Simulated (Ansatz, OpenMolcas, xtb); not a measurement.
# A ladder of methods for CH5BClNO (SMILES NB(Cl)CO)

CH5BClNO: 10 atoms, total charge 0, spin state singlet. As SMILES, `NB(Cl)CO`. The coordinates come from a PBE0-D4/def2-TZVP relaxation. This is a higher conformer, about 10 kJ/mol above the lowest found by a separate search.

| atom | x (Å) | y (Å) | z (Å) |
| --- | --- | --- | --- |
| N | -1.4813 | 0.7701 | 0.2638 |
| B | -0.1312 | 0.4583 | 0.2726 |
| Cl | 0.9784 | 1.5314 | 1.1662 |
| C | 0.4848 | -0.7648 | -0.5092 |
| O | 1.7245 | -1.2439 | -0.0302 |
| H | -1.8604 | 1.5854 | 0.7139 |
| H | -2.1641 | 0.1966 | -0.2012 |
| H | -0.2174 | -1.6066 | -0.4952 |
| H | 0.5700 | -0.4690 | -1.5702 |
| H | 2.1798 | -0.5087 | 0.3922 |

Quantity: the HOMO–LUMO gap, in eV. The values are calculated.

```json
{"level": "GFN1-xTB", "kind": "semi-empirical", "program": "xtb", "value (eV)": "5.91", "CPU time": "under 2 s"}
{"level": "HF/6-31G* (spherical functions)", "kind": "Hartree–Fock", "program": "Ansatz", "value (eV)": "16.10", "CPU time": "2.3 s"}
{"level": "SVWN5/6-31G* (spherical functions)", "kind": "LDA", "program": "Ansatz", "value (eV)": "4.88", "CPU time": "3.8 s"}
{"level": "PBE/6-31G* (spherical functions)", "kind": "GGA", "program": "Ansatz", "value (eV)": "5.02", "CPU time": "5.8 s"}
{"level": "TPSS/6-31G* (spherical functions)", "kind": "meta-GGA", "program": "OpenMolcas", "value (eV)": "5.33", "CPU time": "61 s"}
{"level": "r2SCAN0/6-31G* (spherical functions)", "kind": "hybrid meta-GGA", "program": "Ansatz", "value (eV)": "8.30", "CPU time": "13 s"}
{"level": "B3LYP/6-31G* (Cartesian functions)", "kind": "global hybrid", "program": "OpenMolcas", "value (eV)": "7.33", "CPU time": "47 s"}
{"level": "HSE06/6-31G* (spherical functions)", "kind": "range-separated hybrid", "program": "Ansatz", "value (eV)": "7.02", "CPU time": "7.7 s"}
{"level": "B2PLYP/6-31G* (spherical functions)", "kind": "double hybrid", "program": "OpenMolcas", "value (eV)": "11.00", "CPU time": "27 s"}
```

The values span 4.88 to 16.10 eV. Orbital gaps aren't excitation energies, and those of double hybrids come from the SCF part alone; they tend to grow with the share of exact exchange. CPU times are rough (shared hosts, several kinds of processor): they show what a rung costs within a factor of a few.
